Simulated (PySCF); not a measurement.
B(Me)2(OAc), SMILES CB(C)OC(C)=O, singlet, GFN2-xTB optimised geometry.

```
16

B     -1.17     0.07     0.00
C     -2.03     1.40     0.00
H     -2.04     1.83     1.00
H     -3.06     1.24    -0.29
H     -1.60     2.17    -0.64
C     -1.85    -1.36    -0.05
H     -1.13    -2.17     0.03
H     -2.40    -1.49    -0.97
H     -2.58    -1.47     0.76
O      0.20     0.07     0.00
C      1.04     1.10     0.19
C      2.40     0.81    -0.38
O      0.74     2.11     0.77
H      3.06     1.65    -0.21
H      2.31     0.62    -1.45
H      2.80    -0.08     0.09
```

Density from PBE0/def2-TZVP in PySCF at that geometry.

Minimum of the electron density along straight lines between bonded atoms, close to the bond critical point (lines longer than 1.1 times the sum of covalent radii, or with two minima, are not listed):

```json
[
 {"bond": "B1–C2", "length / Å": "1.582", "ρ at the minimum / e bohr⁻³": "0.187", "∇²ρ there / e bohr⁻⁵": "-0.36", "position (fraction from the first atom)": "0.33"},
 {"bond": "C2–H3", "length / Å": "1.089", "ρ at the minimum / e bohr⁻³": "0.271", "∇²ρ there / e bohr⁻⁵": "-0.90", "position (fraction from the first atom)": "0.64"},
 {"bond": "C2–H4", "length / Å": "1.086", "ρ at the minimum / e bohr⁻³": "0.276", "∇²ρ there / e bohr⁻⁵": "-0.93", "position (fraction from the first atom)": "0.64"},
 {"bond": "C2–H5", "length / Å": "1.088", "ρ at the minimum / e bohr⁻³": "0.273", "∇²ρ there / e bohr⁻⁵": "-0.91", "position (fraction from the first atom)": "0.64"},
 {"bond": "B1–C6", "length / Å": "1.584", "ρ at the minimum / e bohr⁻³": "0.187", "∇²ρ there / e bohr⁻⁵": "-0.35", "position (fraction from the first atom)": "0.33"},
 {"bond": "C6–H7", "length / Å": "1.086", "ρ at the minimum / e bohr⁻³": "0.277", "∇²ρ there / e bohr⁻⁵": "-0.93", "position (fraction from the first atom)": "0.64"},
 {"bond": "C6–H8", "length / Å": "1.088", "ρ at the minimum / e bohr⁻³": "0.271", "∇²ρ there / e bohr⁻⁵": "-0.90", "position (fraction from the first atom)": "0.64"},
 {"bond": "C6–H9", "length / Å": "1.088", "ρ at the minimum / e bohr⁻³": "0.272", "∇²ρ there / e bohr⁻⁵": "-0.90", "position (fraction from the first atom)": "0.64"},
 {"bond": "B1–O10", "length / Å": "1.370", "ρ at the minimum / e bohr⁻³": "0.196", "∇²ρ there / e bohr⁻⁵": "1.00", "position (fraction from the first atom)": "0.33"},
 {"bond": "O10–C11", "length / Å": "1.345", "ρ at the minimum / e bohr⁻³": "___", "∇²ρ there / e bohr⁻⁵": "-0.62", "position (fraction from the first atom)": "0.66"},
 {"bond": "C11–C12", "length / Å": "1.507", "ρ at the minimum / e bohr⁻³": "0.262", "∇²ρ there / e bohr⁻⁵": "___", "position (fraction from the first atom)": "0.53"},
 {"bond": "C11–O13", "length / Å": "1.199", "ρ at the minimum / e bohr⁻³": "0.437", "∇²ρ there / e bohr⁻⁵": "___", "position (fraction from the first atom)": "0.34"},
 {"bond": "C12–H14", "length / Å": "1.086", "ρ at the minimum / e bohr⁻³": "0.283", "∇²ρ there / e bohr⁻⁵": "-0.99", "position (fraction from the first atom)": "0.65"},
 {"bond": "C12–H15", "length / Å": "1.088", "ρ at the minimum / e bohr⁻³": "0.278", "∇²ρ there / e bohr⁻⁵": "-0.95", "position (fraction from the first atom)": "0.64"},
 {"bond": "C12–H16", "length / Å": "1.088", "ρ at the minimum / e bohr⁻³": "0.278", "∇²ρ there / e bohr⁻⁵": "-0.95", "position (fraction from the first atom)": "0.64"}
]
```

Some entries are withheld; supply them.


- O10–C11, ρ at the minimum / e bohr⁻³: 0.305
- C11–C12, ∇²ρ there / e bohr⁻⁵: -0.70
- C11–O13, ∇²ρ there / e bohr⁻⁵: -0.09
